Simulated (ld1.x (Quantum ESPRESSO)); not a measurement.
Mo (Z = 42): one change to an RRKJ potential, before and after

ld1.x (Quantum ESPRESSO) 7.5 input, shortened:

```
&input
   title='Mo', zed=42., rel=0, dft='BP', iswitch=3,
   config='[Kr] 4d4 5s0 5p0'
 /
 &inputp
   pseudotype=2, tm=.false., rho0=0.01, lloc=0,
   nlcc=.true., rcore=1.70
 /
3
5P  2  1   0.00   0.00  2.80  2.80  0.0
4D  3  2   4.00   0.00  1.75  1.75  0.0
5S  1  0   0.00   0.00  2.05  2.05  0.0
 &test
   configts(1)='4d4 5s0 5p0'
 /
```

All-electron outer shells of the reference configuration (BP86, non-relativistic, ld1.x):

```csv
shell,level (eV),outermost node (bohr),outermost maximum (bohr)
4p,-56.08,0.53,1.08
4d,-21.21,0.52,1.33
5s,-17.14,1.36,2.65
5p,-12.41,1.50,3.12
```

Change: wave 4d (bound): rc 1.75 bohr becomes 4d (bound): rc 1.58 bohr.

Cutoffs: the cutoffs (Ry, on a coarse ladder) from which the occupation-weighted sum of valence levels, in a spherical-Bessel basis at the reference potential, stays within 10 and 1 mRy of its value at 400 Ry; they do not see the model core or the augmentation charge, which bear on the density cutoff. Errors are all-electron minus pseudo energies relative to the spin-unpolarised reference configuration.

Problem. What does the change do?

Solution. The potential gets harder (40 Ry and 45 Ry → 40 Ry and 60 Ry); the errors of the 7 common tests hardly move; neither file shows a bound ghost. A smaller radius makes the pseudo-wave follow the all-electron one further in, where it bends more sharply, so more plane waves are needed.

| quantity | base | changed |
| --- | --- | --- |
| cutoff, loose | 40 Ry | 40 Ry |
| cutoff, tight | 45 Ry | 60 Ry |
| bound ghosts | none | none |
| error for 4d5 5s1 5p0, meV [ΔE -22.50 eV] | -63 | -63 |
| error for 4d5 5s0 5p0, meV [ΔE -15.80 eV] | -129 | -130 |
| error for 4d3 5s0 5p0, meV [ΔE 27.18 eV] | -233 | -236 |
| error for 4d5 5s0 5p1, meV [ΔE -19.60 eV] | -84 | -85 |
| error for 4d5.5 5s0.5 5p0, meV [ΔE -22.44 eV] | -167 | -168 |
| error for 4d5 5s0.5 5p0, meV [ΔE -19.84 eV] | -97 | -97 |
| error for 4d6 5s0 5p0, meV [ΔE -22.15 eV] | -295 | -295 |
| s: phases at 3.06 bohr within 0.05 rad from the reference energy up to (Ry; the scan ends near 5) | -0.6 | -0.6 |
| p: phases at 3.06 bohr within 0.05 rad from the reference energy up to (Ry; the scan ends near 5) | 2.7 | 2.7 |
| d: phases at 3.06 bohr within 0.05 rad from the reference energy up to (Ry; the scan ends near 5) | -0.3 | -0.3 |
